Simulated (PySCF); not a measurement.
## O⁻ (oxygen, charge -1) across methods

[He] 2s2 2p5, 2P determinant. All numbers are calculated (PySCF 2.14, no relativity, point nucleus, in aug-cc-pwCVTZ (7s6p4d2f, 59 functions)).

```csv
method,E (hartree),mean ε 2s β (eV),mean ε 2p α (eV),mean ε 2p β (eV),Σ⟨r²⟩ (bohr²),⟨S²⟩
PBEsol,-74.8176,-11.337,1.378,2.613,21.48,0.757
PBE0,-75.0679,-13.723,-0.165,1.236,20.49,0.757
UHF,-74.79231,-19.864,-4.767,-2.178,19.02,0.770
wB97M-V,-75.1299,-16.628,-2.658,-1.253,20.73,0.757
LDA,-74.6009,-11.422,1.162,2.443,21.55,0.758
TPSSh,-75.1478,-12.664,0.770,2.027,20.64,0.756
revPBE,-75.1317,-11.406,1.443,2.606,21.46,0.756
r2SCAN,-75.1130,-11.965,1.072,2.401,20.73,0.759
PBE,-75.0739,-11.427,1.376,2.537,21.50,0.756
```

The highest occupied level is positive at PBEsol, PBE0, LDA, TPSSh, revPBE, r2SCAN, PBE: only the finite basis holds that electron, which in a density functional comes from self-interaction.
